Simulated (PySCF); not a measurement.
## Oscillator strengths, rates and cross-sections

Compound: C₅H₉NSi₂.
InChI=1S/C5H9NSi2/c1-3-4-8(2,7)5-6/h1-2,7H3/t8-/m0/s1

Theory: PySCF 2.14.0, density-fitted response routines, TDDFT PBE0/def2-SVPD, vertical, gas phase, core orbitals frozen in the response. Geometry: GFN2-xTB; no solvent, vibrations or thermal averaging.

Computed singlets with f of 0.002 or more:

```csv
state,E (eV),f
S1,5.75,0.0053
S2,5.94,0.0096
S3,5.95,0.017
S4,6.31,0.0092
S5,6.48,0.022
S6,6.74,0.201
S7,6.99,0.071
S8,7.12,0.032
```

Question: Turn these into Einstein A coefficients, radiative lifetimes, transition dipoles and integrated cross-sections.

Answer: For one non-degenerate pair of states in vacuum, A = 0.6670 f ν̃² s⁻¹ with ν̃ in cm⁻¹, τ = 1/A, |μ|² = 3f / (2ΔE) in atomic units, and the integrated cross-section is ∫σ dE = 109.76 f Mb·eV.

```tsv
state	A (s⁻¹)	τ	|μ| (D)	∫σ dE (Mb·eV)
S1	7.6×10⁶	130 ns	0.49	0.59
S2	1.5×10⁷	68 ns	0.65	1.1
S3	2.6×10⁷	38 ns	0.87	1.9
S4	1.6×10⁷	63 ns	0.62	1
S5	4.0×10⁷	25 ns	0.94	2.4
S6	4.0×10⁸	2.5 ns	2.81	22
S7	1.5×10⁸	6.7 ns	1.63	7.8
S8	7.1×10⁷	14 ns	1.09	3.5
```

Leading configurations: S1 H→L (42%); S2 H-1→L (36%); S3 H→L+2 (24%); S4 H→L+1 (64%); S5 H-1→L+1 (69%); S6 H-1→L+2 (25%); S7 H-2→L (25%); S8 H→L+4 (22%) (H = HOMO, L = LUMO).

The rates are for emission to S0 at the absorption energy, with no other channel.

Question: How much energy does a mole of photons resonant with S6 carry?

Answer: 6.740 eV × 96.485 = 650 kJ/mol (155 kcal/mol).

Question: Suppose S1 emitted 0.3 eV lower with the same transition dipole. How would A change?

Answer: At fixed |μ|, A goes as the cube of the energy: (5.45/5.75)³ = 0.85, which makes τ about 150 ns.

Question: By what factor does the largest A in the list exceed the smallest?

Answer: S6 has 52 times the rate of S1.

The run took 99 s wall on an Arm Neoverse N1 with one thread, shared host, and the process peaked at 0.98 GiB of memory.
